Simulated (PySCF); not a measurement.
**Kr+: excitation energy**

Kr+ [Ar] 3d10 4s2 4p5 (2P) → Kr+ [Ar] 3d10 4s1 4p5 4d1 (high-spin determinant), as a difference of total energies. All numbers are calculated (PySCF 2.14, the non-relativistic Hamiltonian (point nucleus), in dyall-av2z (16s12p8d, 92 functions)). Correlated levels: valence: [Ar] 3d10 frozen; virtual orbitals above 40 to 60 times the deepest correlated orbital energy dropped. The calculations carry no spin-orbit coupling.

| method | excitation energy (cm⁻¹) |
| --- | --- |
| UHF | 246560 |
| PBE | 234800 |
| PBE0 | 239030 |
| BHandHLYP | 244800 |
| B2PLYP | 241700 |
| CAM-B3LYP | 242220 |
| revPBE | 233890 |
| MP2 (valence) | 243070 |
| SCS-MP2 (valence) | 241600 |

Q: Estimate what r2SCAN gives.

A: 238940 cm⁻¹, closest to PBE0 among the rows shown.

Q: Estimate what LDA gives.

A: 237610 cm⁻¹, closest to PBE0 among the rows shown.

The upper state lies above the first ionisation limit, where it may autoionise and the basis confines it.

The promoted electron is Rydberg-like, and one or two diffuse shells describe it only roughly, which tends to raise the upper state.

The determinant of the upper state mixes LS terms, which raises its energy above the lowest term, most at the Hartree-Fock and MP2 levels.
